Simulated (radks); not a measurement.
Excited configurations of Ta I: one electron is placed in a higher orbital outside [Xe] 4f14 5d3 6s1. The ground configuration is [Xe] 4f14 5d3 6s2. All-electron calculation, Dirac Kohn-Sham, PBE, spin-unpolarised, spherical densities, finite nucleus; open shells fill j = l - 1/2 first; Fermi nuclear charge, rms radius 5.3507 fm. Program: a radial shooting solver on a logarithmic mesh with Libxc functionals. Excitation = E - E(ground); binding = E(ion) - E, where the ion is the core of charge +1; n* = 1/sqrt(2 binding) in atomic units, and the quantum defect is n - n*.

outer orbital  excitation (eV)  binding (eV)     n*  quantum defect  eigenvalue (eV)  <r> (bohr)
5f5/2                    7.449         0.920  3.847           1.153           -0.431       17.05
6p1/2                    3.769         4.599  1.720           4.280           -2.277       4.439
6d3/2                    6.801         1.567  2.947           3.053           -0.722       10.63
6f5/2                    7.727         0.641  4.608           1.392           -0.367       28.75
7s1/2                    5.914         2.454  2.354           4.646           -1.439       8.828
7p1/2                    6.574         1.794  2.754           4.246           -1.021       11.24
7f5/2                    7.902         0.466  5.406           1.594           -0.288       43.01

The Delta-SCF ionisation energy is 8.368 eV (NIST Atomic Spectra Database: 7.550 eV, measured). Self-interaction in the functional shifts the binding energies and quantum defects, so they are the method's values and not measured ones. Spin polarisation and multiplet splitting are left out, so open shells lie too high by an amount that depends on their filling.

Beside tabulated values, note that spin-unpolarised runs miss the spin-polarisation part of the exchange energy of open shells.
